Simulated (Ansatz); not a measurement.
Single points on Cu(CO)H (CHCuO).

```yaml
crystal:
  periodic: [false, false, false]
  atoms:
    - {symbol: Cu, position_ang: [-0.009030, 0.007753, -0.822005]}
    - {symbol: C, position_ang: [0.008505, -0.006003, 1.022167]}
    - {symbol: O, position_ang: [0.021012, -0.017009, 2.146189]}
    - {symbol: H, position_ang: [-0.020486, 0.015249, -2.346351]}
basis:
  gaussian: {orbitals: def2-TZVP, initial_orbitals: start.molden}
hamiltonian: {xc: {name: B2PLYP}}
correlation: {frozen_orbitals: {C: 1, Cu: 9, H: 0, O: 1}}
scf: {omitted_lower_state_checks: [starts]}
```

The file start.molden holds the orbitals of an earlier run on this structure, at another level or in another basis.

```sh
$ ansatz run in.yaml --threads 4 --pin off --events-out ev --progress --plain --max-ram 3916MiB
```

It prints (some lines left out):

```
Functional definition: B2PLYP
927 factors; integrals over basis functions are off by at most 1.2e-3 eV
mean field evaluation 1: about -47723.8517 eV, gradient 9.7e0 eV
mean field evaluation 2: about -47724.0126 eV, gradient 4.6e-1 eV
mean field evaluation 4: about -47724.1996 eV, gradient 1.0e-2 eV
mean field evaluation 8: about -47724.1996 eV, gradient 2.0e-6 eV
mean field -47724.19957749 eV, -1753.8319858486 hartree, gradient 1.9e-6 eV, S^2 0.000000; 0 other end points of the search recorded, 0 dependent functions left out
11 core orbitals not correlated: weight in the atoms' cores, before any rotation towards them, 1.000 or more for the frozen orbitals, at most 0.000 for the correlated occupied ones
reference -47724.19971785 eV, -1753.8319910067 hartree; 11, 11 occupied and 91, 91 virtual orbitals, 927 factors
second order -28.99453669 eV of doubles, -0.00000000 eV of singles
Total energy: -47732.02824276 eV, -1754.1196839906 hartree
Checks for a lower state left out: starts
```

It took 1.4 s on 4 threads of Arm Neoverse V2 on a shared host.

First input, but with `gaussian: {orbitals: def2-TZVPD, initial_orbitals: start.molden}`, `hamiltonian: {xc: r2scan, dispersion: d4}`, `output: {orbitals: {seedname: orbitals}}` and without the key `correlation` (abridged; 1.9 s):

```
Functional definition: r2SCAN
mean field -47740.42597471 eV, -1754.4282949476 hartree, gradient 9.9e-6 eV, S^2 0.000000
Total energy: -47740.43828881 eV, -1754.4287474826 hartree
Checks for a lower state left out: starts
```

As the first input, with `correlation: {method: mp2, frozen_orbitals: {C: 1, Cu: 9, H: 0, O: 1}}`, `output: {orbitals: {seedname: orbitals}}` and without the key `hamiltonian` (abridged; 0.6 s):

```
Functional definition: HF
mean field -47681.57465605 eV, -1752.2655488777 hartree, gradient 4.2e-6 eV, S^2 0.000000
11 core orbitals not correlated: weight in the atoms' cores, before any rotation towards them, 1.000 or more for the frozen orbitals, at most 0.000 for the correlated occupied ones
second order -22.93397665 eV of doubles, -0.00000000 eV of singles
Total energy: -47704.50863270 eV, -1753.1083569742 hartree
Checks for a lower state left out: starts
```

The first input with `hamiltonian: {xc: {name: LC-wPBE, parameters: {omega: 0.3/bohr}}}`, `output: {orbitals: {seedname: orbitals}}` and without the key `correlation` (abridged; 0.8 s):

```
Functional definition: LC-wPBE
mean field -47734.09590841 eV, -1754.1956693019 hartree, gradient 1.7e-5 eV, S^2 0.000000
Total energy: -47734.09590843 eV, -1754.1956693024 hartree
Checks for a lower state left out: starts
```

The first input with `hamiltonian: {xc: pbe}`, `correlation: {method: rpa, frozen_orbitals: {C: 1, Cu: 9, H: 0, O: 1}}` (abridged; 1.2 s):

```
Functional definition: PBE
mean field -47732.42387348 eV, -1754.1342231514 hartree, gradient 2.0e-6 eV, S^2 0.000000
11 core orbitals not correlated: weight in the atoms' cores, before any rotation towards them, 1.000 or more for the frozen orbitals, at most 0.000 for the correlated occupied ones
Total energy: -47710.75757548 eV, -1753.3380013860 hartree
Checks for a lower state left out: starts
```

First input, but with `gaussian: {orbitals: def2-TZVPP, initial_orbitals: start.molden}`, `correlation: {method: ccsd_t, frozen_orbitals: {C: 1, Cu: 9, H: 0, O: 1}}`, `output: {orbitals: {seedname: orbitals}}` and without the key `hamiltonian` (abridged; 8.5 s):

```
Functional definition: HF
mean field -47681.61278059 eV, -1752.2669499286 hartree, gradient 3.2e-6 eV, S^2 0.000000
11 core orbitals not correlated: weight in the atoms' cores, before any rotation towards them, 1.000 or more for the frozen orbitals, at most 0.000 for the correlated occupied ones
second order -25.18766629 eV of doubles, -0.00000000 eV of singles
cycle   1  -21.21165424 eV  change     4.0e0 eV  update   2.7e-1
cycle   2  -22.69103008 eV  change    -1.5e0 eV  update   2.3e-1
cycle   3  -23.03086858 eV  change   -3.4e-1 eV  update   5.8e-2
cycle   4  -23.06629129 eV  change   -3.5e-2 eV  update   2.8e-2
cycle   5  -23.02581906 eV  change    4.0e-2 eV  update   1.2e-2
cycle   6  -23.01869084 eV  change    7.1e-3 eV  update   5.0e-3
cycle   7  -23.02394094 eV  change   -5.3e-3 eV  update   3.1e-3
cycle   8  -23.02214611 eV  change    1.8e-3 eV  update   1.4e-3
cycle   9  -23.02150699 eV  change    6.4e-4 eV  update   5.8e-4
cycle  10  -23.02239160 eV  change   -8.8e-4 eV  update   2.3e-4
cycle  11  -23.02255737 eV  change   -1.7e-4 eV  update   9.5e-5
cycle  12  -23.02233901 eV  change    2.2e-4 eV  update   4.3e-5
cycle  13  -23.02233212 eV  change    6.9e-6 eV  update   2.8e-5
cycle  14  -23.02235982 eV  change   -2.8e-5 eV  update   6.8e-6
cycle  15  -23.02233890 eV  change    2.1e-5 eV  update   4.2e-6
perturbative correction -1.22169985 eV, -0.0448966413 hartree
Total energy: -47705.85681933 eV, -1753.1579019192 hartree
Checks for a lower state left out: starts
```

As the first input, with `gaussian: {orbitals: def2-TZVPD, initial_orbitals: start.molden}`, `hamiltonian: {xc: pbe0, dispersion: d4}`, `output: {orbitals: {seedname: orbitals}}` and without the key `correlation` (abridged; 1.1 s):

```
Functional definition: PBE0
mean field -47731.91751273 eV, -1754.1156147372 hartree, gradient 1.8e-5 eV, S^2 0.000000
Total energy: -47731.96421351 eV, -1754.1173309592 hartree
Checks for a lower state left out: starts
```

Geometry: PBE0-D4/def2-TZVP.

Correlated methods freeze 11 core orbitals. At B2PLYP/def2-TZVP, MP2/def2-TZVP the test of the restricted singlet for broken spin symmetry was undecided.
